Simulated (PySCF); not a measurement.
H8N2OSi2, SMILES N[SiH2]O[SiH2]N. Atoms are numbered in the order given.

```xyz
13

Si    -1.5131     0.3181    -0.3842
N     -1.8582    -0.4705     1.1119
O      0.0000     0.0000    -1.0099
Si     1.5131    -0.3181    -0.3842
N      1.8582     0.4705     1.1119
H     -1.6287     1.7798    -0.1300
H     -2.4921    -0.1509    -1.3966
H     -2.0328    -1.4687     1.1664
H     -1.5221    -0.1016     1.9950
H      1.6287    -1.7798    -0.1300
H      2.4921     0.1509    -1.3966
H      1.5221     0.1016     1.9950
H      2.0328     1.4687     1.1664
```
Charge 0, spin multiplicity 1.

Geometry: B3LYP-D3(BJ)/def2-SVP. One conformer was computed; it need not be the lowest.

Two levels are set side by side: PBE/pcSseg-1 (PySCF) and B3LYP/pcSseg-1 (PySCF). GIAO shifts against H2O (¹⁷O), NH3 (¹⁵N), TMS (²⁹Si), TMS (¹H) at the same level; non-relativistic, no solvent, atoms listed together averaged. Differences are taken from unrounded values.

| quantity | PBE |
|---|---|
| δ(²⁹Si) of Si1, Si4 (ppm) | -40.3 |
| δ(¹⁵N) of N2, N5 (ppm) | 46.4 |
| δ(¹⁷O) of O3 (ppm) | 135.5 |

Task: These are the PBE values. What does B3LYP give? (The exact figures need the calculation; the answer reports its results.)

Result: 
```csv
quantity,B3LYP,PBE minus B3LYP
"δ(²⁹Si) of Si1, Si4 (ppm)",-44.0,3.7
"δ(¹⁵N) of N2, N5 (ppm)",41.7,4.7
δ(¹⁷O) of O3 (ppm),122.2,13.3
```

Rough cost on one machine, each run with all the roots and properties that it gave: B3LYP against PBE within a factor of 2.
